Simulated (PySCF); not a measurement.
All of these have the formula C7H8O2. Method: TDDFT wB97X-D/def2-SVPD, vertical, gas phase, core orbitals frozen in the response (PySCF 2.14.0, density-fitted response routines). Geometries: GFN2-xTB; one conformer of each isolated species. Triplets are in the Tamm–Dancoff approximation. 'Strongest' means the level of largest summed f among the lowest 8 singlets; it needn't be the same kind of state in each.

Question: Rank by computed HOMO–LUMO gap, lowest first.
A. `O=C1CC[C@H](C#C)CO1`
B. `[C@@]12([C@@H](C2)C=CC1)C(=O)O`
C. `Cc1cc(=O)cc(C)o1`
D. `CC#C/C=C(\C=O)OC`
E. `[C@H](C#CC)(C=C)C(O)=O`

Answer: D (7.63 eV), C (9.60 eV), B (10.52 eV), E (10.97 eV), A (11.48 eV).

| SMILES | gap (eV) | f (S1) | f (strongest) | S1 (eV) | first f ≥ 0.01 (nm) | T1 (eV) | S1 mainly |
| --- | --- | --- | --- | --- | --- | --- | --- |
| CC#C/C=C(\C=O)OC | 7.63 | 0.000 | 0.34 | 3.48 | 313 | 2.25 | H-1→L (86%) |
| Cc1cc(=O)cc(C)o1 | 9.60 | 0.000 | 0.67 | 4.27 | 212 | 3.86 | H→L (96%) |
| O=C(O)[C@@]12CC=C[C@@H]1C2 | 10.52 | 0.006 | 0.19 | 5.89 | 193 | 4.28 | H-1→L (52%) |
| C=C[C@H](C#CC)C(=O)O | 10.97 | 0.010 | 0.19 | 5.83 | 213 | 4.65 | H-3→L (32%) |
| C#C[C@H]1CCC(=O)OC1 | 11.48 | 0.001 | 0.14 | 5.65 | 160 | 5.18 | H→L (67%) |

H and L stand for HOMO and LUMO.
